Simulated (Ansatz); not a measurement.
`O=C=N[SiH](F)Cl` → `F[Si]Cl` + `N=C=O`  (silylene formation by 1,1-elimination)

Calculated with Ansatz (gas phase, PBE0-D4/def2-TZVP geometries, no zero-point term in ΔE). CCSD(T)/CBS is the MP2 limit (def2-TZVPP, def2-QZVPP) plus CCSD(T) − MP2 in def2-TZVPP, frozen cores. This one scheme is used for every species. DFT in def2-TZVPP. B3LYP here is the variant with VWN-RPA as its local correlation; programs differ in this. HSE06 is defined as in plane-wave codes. Each species was taken in one conformer, which may not be the lowest.

| level | ΔE (kcal/mol) |
| --- | --- |
| B3LYP-D4 | 56.6 |
| r2SCANh-D4 | 62.9 |
| r2SCAN0-D4 | 64.4 |
| HSE06-D4 | 59.4 |
| ωB97X-V | 60.9 |
| BLYP | 47.1 |
| r2SCAN | 61.3 |
| MP2/def2-TZVPP | 63.0 |

(1) What does CCSD(T)/CBS give? (An estimate is asked.)

(2) What do rigid-rotor, harmonic-oscillator terms from PBE0-D4/def2-TZVP frequencies (298.15 K, 1 bar) make of the CCSD(T)/CBS value? (Estimate.)

Largest T1 diagnostic among the species: 0.018.

Answers

(1) The calculation gave: +59.5 kcal/mol. The listed levels differ from it by -2.9, 3.4, 4.9, -0.1, 1.4, -12.4, 1.8, 3.5 kcal/mol.

(2) The calculation gave: ΔZPE = -1.7 kcal/mol, ΔH = +58.5 kcal/mol, ΔS = 151 J/(mol·K), ΔG = +47.7 kcal/mol. Modes under 50 cm⁻¹ make the entropy rough.

From r2SCAN to r2SCAN0 (25 % exact exchange), in def2-TZVPP and without D4, ΔE moves by +2.5 kcal/mol. The D4 term adds +3.3 kcal/mol with B3LYP and +1.8 kcal/mol with PBE0; it sums over pairs of atoms, weighted by their polarisabilities, and B3LYP, whose exchange is more repulsive, gets the larger term. At CCSD(T), def2-SVP lies −3.3 kcal/mol from the extrapolated value and def2-TZVPP −0.9 kcal/mol.
